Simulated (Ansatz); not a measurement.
One change: `[CH3][GaH2]` becomes `[CH3][AlH2]`.

Ansatz, PBE0-D4/def2-TZVP geometries, multiplicity 1. 

Scalar relativity is left out up to krypton.

```json
{"property": "HOMO energy (ωB97M-V/def2-TZVPP) / eV", "`[CH3][GaH2]`": "-10.25"}
{"property": "LUMO energy (PBE/def2-TZVPP) / eV", "`[CH3][GaH2]`": "-2.20"}
{"property": "HOMO–LUMO gap (PBE0/def2-TZVPP) / eV", "`[CH3][GaH2]`": "6.65"}
{"property": "HOMO energy (PBE/def2-TZVPP) / eV", "`[CH3][GaH2]`": "-6.82"}
{"property": "HOMO energy (PBE0/def2-TZVPP) / eV", "`[CH3][GaH2]`": "-8.03"}
{"property": "HOMO–LUMO gap (ωB97M-V/def2-TZVPP) / eV", "`[CH3][GaH2]`": "10.54"}
```

Task: Give the same properties after the change, and the shifts. (Best estimate.)

Result: The calculation gave: 
| property | `[CH3][AlH2]` | shift |
| --- | --- | --- |
| HOMO energy (ωB97M-V/def2-TZVPP) / eV | -10.33 | -0.08 |
| LUMO energy (PBE/def2-TZVPP) / eV | -2.07 | 0.13 |
| HOMO–LUMO gap (PBE0/def2-TZVPP) / eV | 6.80 | 0.15 |
| HOMO energy (PBE/def2-TZVPP) / eV | -6.82 | 0.00 |
| HOMO energy (PBE0/def2-TZVPP) / eV | -8.09 | -0.06 |
| HOMO–LUMO gap (ωB97M-V/def2-TZVPP) / eV | 10.61 | 0.07 |

With PBE0 the HOMO falls by 0.06 eV and the LUMO rises by 0.09 eV, so the gap widens by about 0.15 eV. PBE moves the HOMO by 0.00 eV and ωB97M-V by -0.08 eV.
